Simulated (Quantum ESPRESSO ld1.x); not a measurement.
Os XLV, configuration [Ar] 3d10 4s2 4p2. Method: scalar-relativistic Kohn-Sham, relativistic LDA (MacDonald-Vosko exchange, VWN5 correlation), spin-unpolarised, spherical densities, point nucleus; computed with ld1.x of Quantum ESPRESSO 7.5. Some entries of the table are withheld. Estimate them.

orbital  occ.  eigenvalue (Ry)  <r> (bohr)
1s          2         -5552.86     0.01781
2s          2         -1098.54         (1)
2p          6         -978.669     0.06734
3s          2         -370.040         (2)
3p          6         -334.602      0.1911
3d         10              (3)      0.1719
4s          2         -177.576      0.3818
4p          2              (4)         (5)

Answer. 
(1) 2s <r> (bohr): 0.07507
(2) 3s <r> (bohr): 0.1915
(3) 3d eigenvalue (Ry): -296.246
(4) 4p eigenvalue (Ry): -164.155
(5) 4p <r> (bohr): 0.3915
